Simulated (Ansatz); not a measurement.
The cluster Si₂Pt₅⁻, relaxed as a doublet with UKS r2SCAN-D4/def2-SVPD in Ansatz, starting from the GFN1-xTB geometry. Force threshold 0.02 eV/Å.

In the def2 sets Pt takes a core potential; there is no spin–orbit coupling. The relaxation made no stability test and no search for a lower SCF solution. No other spin state of charge -1 was run. The structure comes from a short search, and lower isomers may exist.

Start:

Cartesian coordinates in Å:
```
Pt -1.156 0.336 -0.577
Pt 1.048 -3.260 -1.393
Pt -0.876 -1.784 -1.755
Pt 0.805 -1.258 -0.127
Pt 0.967 0.979 0.811
Si -1.204 2.266 0.757
Si 0.417 2.721 2.283
```

```
         step  energy (eV)  largest force component (eV/Å)  SCF passes
            1  -31998.0659                           3.494         101
            2  -31998.8588                           0.988         106
            3  -31999.0574                           0.492          76
            4  -31999.1106                           0.184          73
            5  -31999.1468                           0.308          92
            6  -31999.1746                           0.355          75
            7  -31999.2302                           0.355          73
            8  -31999.2863                           0.445          68
            9  -31999.3473                           0.682          62
           10  -31999.4388                           0.603          59
           11  -31999.5197                           0.551          60
           12  -31999.5627                           0.443          78
           13  -31999.6138                           0.208          66
           14  -31999.9314                           0.648         175
           15  -32000.2651                           0.589          59
           16  -32000.6166                           0.434          59
           17  -32000.7833                           0.545          57
           18  -32000.9285                           0.347          55
           19  -32001.0963                           0.438          50
           20  -32001.2998                           0.425          54
           21  -32001.6208                           0.597          69
           22  -32001.7941                           0.545          54
           23  -32001.8708                           0.413          57
           24  -32001.8878                           0.301          51
25 (rejected)  -32001.8302                           0.615          47
           26  -32001.9061                           0.065          50
           27  -32001.9066                           0.010          43
```

Force components are those of the run's own axes.

End:

Cartesian coordinates in Å:
```
Pt -2.0588 1.1226 -1.7605
Pt 0.7059 -2.9254 -0.1975
Pt -0.7263 -1.0750 -1.2084
Pt 1.3488 -0.5608 0.3456
Pt 1.1696 2.0635 0.6045
Si -0.8032 0.8580 0.0525
Si 0.3640 0.5172 2.1639
```

Bonds lost: Pt1–Pt4, Pt1–Pt5 (atoms count from 1). Bonds formed: Pt3–Si6, Pt4–Si6, Pt4–Si7 (atoms count from 1).

No frequencies were taken in this run, so the end may be a saddle point.

Hardware: 4 threads of Arm Neoverse V2 on a shared host. Wall time 13 min, peak host memory 0.94 GiB.
